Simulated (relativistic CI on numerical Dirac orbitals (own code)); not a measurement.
**Ir5+: 5p photoemission**

Computed with this model: Dirac-Coulomb-Breit CI, orbitals from a KLI potential per configuration, a model potential for QED, valence Slater integrals scaled by 0.8, multiplet model of photoemission in the sudden approximation; configurations [Xe] 4f14 5d4 → [Kr] 4d10 4f14 5s2 5p5 5d4; 80 K; Lorentzian 1.5 eV and Gaussian 0.6 eV FWHM. Energies are those of the free ion, without screening or charge transfer. The energies are binding energies and can lie tens of eV above those of solids. S is read from ⟨S²⟩ = S(S + 1).

Field parameters in Wybourne normalisation: D3d B²₀ = −7Dσ, B⁴₀ = −14Dq − 21Dτ, B⁴₃ = −14√(10/7) Dq; Td as Oh with Dq negative (B⁴₀ = 21Dq, B⁴₄ = √(5/14) B⁴₀). The field is a parameter set, without covalency.

free ion: ground-state S = 1.65, centroid 127.09 eV. Peaks (eV, height): 119.4 (100), 125.8 (14), 127.8 (10), 131.6 (6), 142.8 (40).

D3d, 10Dq = 32200, Dσ = 490, Dτ = -70 cm⁻¹: ground-state S = 1.08, centroid 127.25 eV. Peaks (eV, height): 119.8 (100), 127.6 (10), 139.0 (34), 141.8 (12), 143.2 (12).

Td, 10Dq = -13850 cm⁻¹: ground-state S = 1.24, centroid 127.15 eV. Peaks (eV, height): 119.6 (100), 126.0 (11), 140.2 (18), 142.0 (26), 143.8 (17).

Td, 10Dq = -10850 cm⁻¹: ground-state S = 1.42, centroid 127.12 eV. Peaks (eV, height): 119.6 (100), 126.0 (12), 141.8 (27), 143.4 (23).

Strongest unbroadened transitions for D3d, 10Dq = 32200, Dσ = 490, Dτ = -70 cm⁻¹:

```csv
Energy (eV),Relative strength
119.79,100.0
119.83,99.4
120.86,12.3
120.91,12.0
122.38,2.7
122.39,3.6
123.03,2.9
123.06,3.0
127.25,2.8
127.72,3.7
138.86,4.9
139.08,46.2
139.15,16.0
140.71,2.4
141.67,5.6
142.15,5.8
143.40,13.7
147.02,3.1
```
